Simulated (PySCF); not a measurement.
**Pd (palladium, neutral): UHF calculation**

Configuration: [Kr] 4d10, closed-shell 1S. Calculation: PySCF 2.14, in cc-pVDZ-PP with ECP28MDF (4s4p3d1f, 38 functions); scalar relativity through the core potential.

```
Total energy             : -126.607155 hartree
One-electron energy      : -227.7917 hartree
Hartree (Coulomb) energy : 113.2715 hartree
Exchange energy          : -12.0870 hartree
⟨S²⟩                     : 0.0000
⟨L²⟩                     : 0.000
Sum of ⟨r⟩               : 23.95 bohr
Sum of ⟨r²⟩              : 39.80 bohr²
Time after the integrals : 0.08 s of wall time on 1 thread of Neoverse-V2 (shared host)
```

```json
{"shell": "4s", "electrons": "2", "mean orbital energy (eV)": "-104.76", "rms radius, mean of both spins (bohr)": "1.03"}
{"shell": "4p", "electrons": "6", "mean orbital energy (eV)": "-65.715", "rms radius, mean of both spins (bohr)": "1.14"}
{"shell": "4d", "electrons": "10", "mean orbital energy (eV)": "-8.798", "rms radius, mean of both spins (bohr)": "1.73"}
```

Energies and moments cover only the electrons outside the core potential.
